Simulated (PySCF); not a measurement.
C₃H₁₀ClPSi.
Geometry (PBE0-D3(BJ)/def2-SVP, Å), atoms numbered from 1 in this order:
```xyz
16
C3H10ClPSi angstrom
C     -2.3139    0.6323    0.4066
C     -1.3383    0.7670   -0.7587
Si     0.4490    1.0314   -0.2332
P      1.1822   -0.8137    0.8764
C      0.5425    2.4616    1.0102
Cl    -0.2672    3.9082    0.3222
H     -2.3458    1.5573    1.0034
H     -3.3389    0.4373    0.0550
H     -2.0351   -0.1920    1.0826
H     -1.6132    1.6243   -1.3968
H     -1.3743   -0.1224   -1.4119
H      1.3085    1.3693   -1.4091
H      2.5547   -0.4159    0.8428
H      1.2866   -1.5939   -0.3167
H      0.0322    2.2093    1.9514
H      1.5788    2.7399    1.2505
```

The calculation used core-valence-separated Tamm–Dancoff BHandHLYP/aug-pcX-1 (pcseg-1 on H, def2-SVPD on Si, def2-SVPD on Cl, def2-SVPD on P) in PySCF, non-relativistic, gas phase, PBE0-D3(BJ)/def2-SVP geometry. Absolute energies from this functional tend to lie a few eV below measured edges; no shift was applied.

List the carbon K-edge absorption lines.

```tsv
E (eV)	f	core hole on	main final orbital
284.39	0.0611	C5	spread
285.32	0.0106	C2	LUMO+1 (54 %)
285.44	0.0056	C1	LUMO+1 (53 %)
285.88	0.0201	C2	LUMO (34 %)
286.00	0.0202	C2	spread
286.22	0.0244	C1	spread
286.27	0.0243	C1	LUMO+4 (30 %)
286.31	0.0118	C2	LUMO+2 (34 %)
286.50	0.0072	C1	LUMO (39 %)
286.57	0.0006	C2	spread
286.72	0.0042	C1	LUMO+2 (31 %)
286.73	0.0103	C5	LUMO (54 %)
286.79	0.0164	C2	spread
286.96	0.0024	C2	LUMO+4 (47 %)
```

The first line with a tenth or more of the strongest one's intensity is at 284.39 eV (f = 0.061), with the hole on C5 (sp3 C–Cl carbon). It is also the strongest listed.

Roots within 0.03 eV whose holes lie on the same, on equivalent or on shared atoms are summed into one line, and the highest roots are left out, as the search may have cut off their partners. Final orbitals are the ground state's empty Kohn–Sham orbitals.

What length of transition dipole belongs to the line at 286.31 eV?

From f = (2/3) ΔE |μ|² in atomic units, with ΔE = 10.522 Eh and f = 0.0118: |μ| = 0.041 au = 0.10 D.

The list ends where the root search ended, not at a threshold.

One conformer stands for the species.
